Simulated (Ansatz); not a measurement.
Born–Oppenheimer molecular dynamics of ClH5N2Si (9 atoms, charge 0, multiplicity 1). It starts from a relaxed structure.

Method: Ansatz, RKS revPBE-D4/6-31G*.

```json
{
 "ensemble": "NVT, Nosé–Hoover chain",
 "time step": "0.5 fs",
 "steps asked": "166",
 "set temperature": "700 K",
 "thermostat": "time constant 3 fs, chain length 1",
 "seed": "502104"
}
```

First frame:

```xyz
9
Properties=species:S:1:pos:R:3
Si 0.040 -0.059 -0.057
Cl -0.055 -0.126 2.049
N 1.603 -0.022 -0.787
H 2.233 -0.811 -0.637
H 2.116 0.861 -0.805
H -0.595 1.251 -0.413
N -0.685 -1.556 -0.532
H -1.464 -1.925 0.012
H -0.804 -1.741 -1.528
```

(1) How far do the bonds stretch over the last three quarters of this one trajectory? (Pairs bonded in most of those frames.)

## Answers

(1) 
| bond | mean (Å) | spread (Å) | shortest | longest |
| --- | --- | --- | --- | --- |
| Si1–Cl2 | 2.114 | 0.069 | 2.03 | 2.22 |
| Si1–N3 | 1.771 | 0.095 | 1.61 | 1.91 |
| Si1–H6 | 1.500 | 0.032 | 1.45 | 1.55 |
| Si1–N7 | 1.743 | 0.039 | 1.68 | 1.82 |
| N3–H4 | 1.030 | 0.044 | 0.96 | 1.10 |
| N3–H5 | 1.027 | 0.036 | 0.96 | 1.09 |
| N7–H8 | 1.030 | 0.067 | 0.92 | 1.14 |
| N7–H9 | 1.023 | 0.033 | 0.96 | 1.08 |

Mean temperature of the second half: 699 K. The conserved energy stayed within 2.3 meV per atom of its start (net change 0.68 meV per atom), so the integration is sound. A run of 0.083 ps of so small a system gives no equilibrium averages.

The run took 6.3 min on 2 threads of Intel(R) Xeon(R) Platinum 8259CL CPU @ 2.50GHz (Skylake/Cascade Lake), on a shared host, peak memory 0.13 GiB.
